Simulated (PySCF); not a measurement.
**Calculated NMR parameters of C#C/C=C\C=C(/C=C)C(C)=O**

```
Formula                               : C10H10O
SMILES                                : C#C/C=C\C=C(/C=C)C(C)=O
InChI                                 : InChI=1S/C10H10O/c1-4-6-7-8-10(5-2)9(3)11/h1,5-8H,2H2,3H3/b7-6-,10-8+
Point group of the computed structure : C1
Degrees of unsaturation               : 6
Carbon signals                        : 10
Proton signals                        : 8
```

Molfile (atoms numbered from 1):
```
C10H10O
     RDKit          3D

 21 20  0  0  0  0  0  0  0  0999 V2000
    2.5009    1.9814    3.1941 C   0  0  0  0  0  0  0  0  0  0  0  0
    2.6041    1.7170    2.0249 C   0  0  0  0  0  0  0  0  0  0  0  0
    2.7602    1.4223    0.6623 C   0  0  0  0  0  0  0  0  0  0  0  0
    1.8256    0.8144   -0.0979 C   0  0  0  0  0  0  0  0  0  0  0  0
    0.5565    0.3990    0.4065 C   0  0  0  0  0  0  0  0  0  0  0  0
   -0.4294   -0.2174   -0.2950 C   0  0  0  0  0  0  0  0  0  0  0  0
   -0.3000   -0.5653   -1.7053 C   0  0  0  0  0  0  0  0  0  0  0  0
   -1.2819   -0.5036   -2.5968 C   0  0  0  0  0  0  0  0  0  0  0  0
   -1.6603   -0.5578    0.4659 C   0  0  0  0  0  0  0  0  0  0  0  0
   -2.4413   -1.7689    0.0100 C   0  0  0  0  0  0  0  0  0  0  0  0
   -1.9940    0.0732    1.4457 O   0  0  0  0  0  0  0  0  0  0  0  0
    2.4019    2.2076    4.2138 H   0  0  0  0  0  0  0  0  0  0  0  0
    3.7063    1.7226    0.2288 H   0  0  0  0  0  0  0  0  0  0  0  0
    2.0434    0.6445   -1.1429 H   0  0  0  0  0  0  0  0  0  0  0  0
    0.3651    0.6106    1.4516 H   0  0  0  0  0  0  0  0  0  0  0  0
    0.6904   -0.8574   -2.0319 H   0  0  0  0  0  0  0  0  0  0  0  0
   -1.1193   -0.7510   -3.6320 H   0  0  0  0  0  0  0  0  0  0  0  0
   -2.2748   -0.1805   -2.3339 H   0  0  0  0  0  0  0  0  0  0  0  0
   -1.8651   -2.4021   -0.6569 H   0  0  0  0  0  0  0  0  0  0  0  0
   -3.3455   -1.4417   -0.5008 H   0  0  0  0  0  0  0  0  0  0  0  0
   -2.7515   -2.3301    0.8894 H   0  0  0  0  0  0  0  0  0  0  0  0
  1  2  3  0
  2  3  1  0
  3  4  2  0
  4  5  1  0
  5  6  2  0
  6  7  1  0
  7  8  2  0
  6  9  1  0
  9 10  1  0
  9 11  2  0
  1 12  1  0
  3 13  1  0
  4 14  1  0
  5 15  1  0
  7 16  1  0
  8 17  1  0
  8 18  1  0
 10 19  1  0
 10 20  1  0
 10 21  1  0
M  END
```

[PySCF 2.14.0 with density-fitted response routines: GFN2-xTB structure; PBE0/pcSseg-1 with gauge-including orbitals; one computed conformer; no solvent model; relativity neglected; averaged over atoms made equivalent by symmetry, fast rotation or ring inversion]

References, each an isolated molecule treated in the same way: 1H, 13C against TMS; 17O against H2O.

```tsv
carbon	δC, type	δH (multiplicity)	HMBC from (2–3 bonds)	span of the C tensor (ppm)
C1	103.7, CH	3.63 (d)	H13	144
C2	84.8, C	–	H14, H13, H12	297
C3	125.3, CH	6.08 (m)	H15, H14, H12	193
C4	144.7, CH	7.07 (m)	H15, H13	249
C5	142.3, CH	7.84 (d)	H16, H14, H13	211
C6	146.0, C	–	H15, H16, H14, H17, H18, H19/H20/H21	182
C7	139.9, CH	7.19 (m)	H15, H17, H18	238
C8	129.5, CH2	H17 5.85 (m); H18 5.54 (m)	H16	220
C9	205.0, C	–	H15, H16, H19/H20/H21	203
C10	31.1, CH3	2.38 (s)	–	40
```

Other nuclei:
```json
{"atoms": "O11", "nucleus": "17O", "environment": "ketone oxygen", "δ (ppm)": "669.1", "σ (ppm)": "-333.0"}
```

Carbon types of the structure: 3 × C, 5 × CH, 1 × CH2, 1 × CH3, which accounts for all hydrogens. δC 144.7, 139.9, 125.3: alkene CH; as expected for a trigonal carbon in a double bond. δC 142.3: β carbon of a C=C–C=O unit; conjugation with the carbonyl draws π density from the β position. δC 129.5: terminal =CH2 carbon; the olefinic region. δC 103.7: terminal alkyne carbon; sp carbons lie upfield of alkene carbons because the cylindrical π system leaves one tensor component strongly shielded. δC 84.8: alkyne carbon; the triple bond shields along its axis, which puts it between sp3 and sp2 carbons.

Shifts are as computed. Against solution values, carbons near 30 ppm lie about +3 ppm off and those near 130 ppm about +5 ppm. Of 1211 compounds with measured shifts, 218 miss one by over three times the rms of a fit or turn the order of signals round; such compounds aren't used in these exercises. Unscaled 17O shifts of doubly bonded oxygen tend to come out too high, by tens of ppm or more. Experimental scales use liquid or dissolved standards, which lie at an offset from isolated H2O (liquid H2O: subtract about 36 ppm). No couplings were computed; multiplicities are counted from neighbouring protons, with m where these are inequivalent, close in shift, in a saturated or five-membered ring or joined by F or P, and br s for small geminal =CH2 splittings.
